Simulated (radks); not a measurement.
All-electron atom: Tc V in [Kr] 4d3.

Calculated with a radial shooting solver on a logarithmic mesh with Libxc functionals: Dirac Kohn-Sham, PBE, spin-unpolarised, spherical densities, finite nucleus; open shells fill j = l - 1/2 first; Fermi nuclear charge, rms radius 4.4112 fm.

Energy parts (hartree):
| part | energy |
|---|---|
| total | -4282.78707 |
| kinetic | 4448.92498 |
| electron-nucleus | -10282.28426 |
| Hartree | 1677.64498 |
| exchange-correlation | -127.07276 |

Orbitals (lengths in bohr, moments of r in powers of bohr):
orbital  occ.  eigenvalue (hartree)   <1/r>  small-component weight
1s1/2       2             -768.2430   44.71                2.46e-02
2s1/2       2             -111.0868   10.20                5.07e-03
2p1/2       2             -102.5715   10.18                5.08e-03
2p3/2       4             -98.22593   9.668                4.91e-03
3s1/2       2             -20.78336   3.508                1.37e-03
3p1/2       2             -17.51130   3.409                1.32e-03
3p3/2       4             -16.78403   3.286                1.27e-03
3d3/2       4             -10.99827   3.103                1.16e-03
3d5/2       6             -10.85838   3.071                1.14e-03
4s1/2       2              -4.37386   1.314                3.28e-04
4p1/2       2              -3.40068   1.203                2.84e-04
4p3/2       4              -3.28669   1.169                2.73e-04
4d3/2       3              -1.81063  0.9153                1.78e-04
4d5/2       0              -1.79640  0.9079                1.76e-04

The highest occupied level is 4d3/2 at -49.270 eV. The electron density at the nucleus is 1.002e+05 e/bohr^3. The density falls to 0.001 e/bohr^3 at r = 3.03 bohr.
